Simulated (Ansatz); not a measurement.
Ansatz results at the PBE0-D4/def2-TZVP geometry: HOMO energy (B3LYP/def2-TZVPP) -8.19 eV; HOMO–LUMO gap (PBE0/def2-TZVPP) 7.83 eV; HOMO energy (PBE0/def2-TZVPP) -8.44 eV.

Problem. Which molecule gave them?
A. `C#[C][SnH2][Cl]`
B. `[NH2][SnH3]`
C. `F[C](F)(F)[SnH3]`
D. `[CH3][Sn]([CH3])([F])[Cl]`

Solution. D. The others give `F[C](F)(F)[SnH3]`: -8.66, 8.57, -8.85; `C#[C][SnH2][Cl]`: -8.20, 7.36, -8.45; `[NH2][SnH3]`: -6.97, 7.03, -7.21.

B3LYP here is the variant with VWN-RPA as its local correlation; programs differ in this.
